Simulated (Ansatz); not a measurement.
Cost and result for the atomization energy of C$_{2}$H$_{6}$AlF (10 atoms, 8 bonds).

Z-matrix (Å, degrees):
```
Al
C 1 2.498
F 1 1.668 2 94.4
C 1 2.498 2 31.1 3 91.3
H 1 1.586 2 84.8 3 -116.4
H 1 1.586 2 112.2 3 121.1
H 2 1.084 1 106.2 3 149.6
H 2 1.086 1 91.7 3 30.8
H 4 1.086 1 91.7 2 -122.1
H 4 1.084 1 106.2 2 119.1
```

Charge 0, multiplicity 1. The bonds changed during the relaxation, so this is another structure than the one it started from. The geometry is a stationary point of PBE0-D4/def2-TZVP. It is one conformer, not always the lowest. Program: Ansatz. All runs use 2 threads of an Arm Neoverse V1 on a shared host. Times are those of one run each, without the atoms' runs, and a repeat can differ threefold. Electronic energies, without spin–orbit coupling; frozen cores. CCSD(T)/CBS adds CCSD(T) − MP2 in def2-TZVPP to the MP2 limit, and its time is that of the two runs behind it. T1 = 0.011. B3LYP takes the VWN-RPA correlation (the form of Gaussian; ORCA's B3LYP/G). HSE06 is the plane-wave form, built on full-range PBE exchange.

CCSD(T)/CBS is a level of theory with its own doubt, some kJ/mol a heavy atom from the limit and from the frozen cores, so smaller differences don't rank the functionals.

| level | functions | wall time |
| --- | --- | --- |
| LDA (SPW92)/def2-TZVPP | 219 | 1.6 s |
| PBE-D4/def2-TZVPP (with forces) | 219 | 3.2 s |
| PBE0-D4/def2-TZVPP | 219 | 3.3 s |
| HSE06-D4/def2-TZVPP | 219 | 3.5 s |
| CCSD(T)/def2-SVP | 90 | 3.5 s |
| CAM-B3LYP-D4/def2-TZVPP | 219 | 4.2 s |
| B3LYP-D4/def2-TZVPP (with forces) | 219 | 5.5 s |
| r2SCANh-D4/def2-TZVPP | 219 | 6 s |
| ωB97X-V/def2-TZVPP | 219 | 10 s |
| B97M-V/def2-TZVPP | 219 | 13 s |
| MP2/def2-QZVPP | 421 | 27 s |
| CCSD(T)/def2-TZVPP | 219 | 94 s |
| CCSD(T)/CBS(def2) | – | 2 min |

Question: What atomization energy does each give, and how far from CCSD(T)/CBS? (An estimate is asked.)

Answer: Ansatz gave: 
```tsv
level	atomization (kcal/mol)	difference from CCSD(T)/CBS	per bond
LDA (SPW92)/def2-TZVPP	963.2	100.4	12.6
PBE-D4/def2-TZVPP (with forces)	867.1	4.3	0.5
PBE0-D4/def2-TZVPP	855.2	-7.6	-0.9
HSE06-D4/def2-TZVPP	855.6	-7.2	-0.9
CCSD(T)/def2-SVP	821.3	-41.5	-5.2
CAM-B3LYP-D4/def2-TZVPP	863.6	0.8	0.1
B3LYP-D4/def2-TZVPP (with forces)	859.8	-3.0	-0.4
r2SCANh-D4/def2-TZVPP	857.2	-5.6	-0.7
ωB97X-V/def2-TZVPP	860.0	-2.8	-0.3
B97M-V/def2-TZVPP	865.8	3.0	0.4
MP2/def2-QZVPP	863.8	1.0	0.1
CCSD(T)/def2-TZVPP	842.6	-20.2	-2.5
CCSD(T)/CBS(def2)	862.8	0.0	0.0
```

At CCSD(T), def2-SVP lies −41.4 kcal/mol from the extrapolated value and def2-TZVPP −20.1 kcal/mol: correlation converges slowly with the basis, and small sets miss more of it in the bonded molecule than in its fragments. From PBE to PBE0 (25 % exact exchange), in def2-TZVPP and without D4, the atomization energy moves by −11.2 kcal/mol: exact exchange takes away binding that semilocal exchange gives to molecules. The D4 term adds +6.4 kcal/mol with B3LYP and +3.3 kcal/mol with PBE0; it sums over pairs of atoms, weighted by their polarisabilities, and B3LYP, whose exchange is more repulsive, gets the larger term.
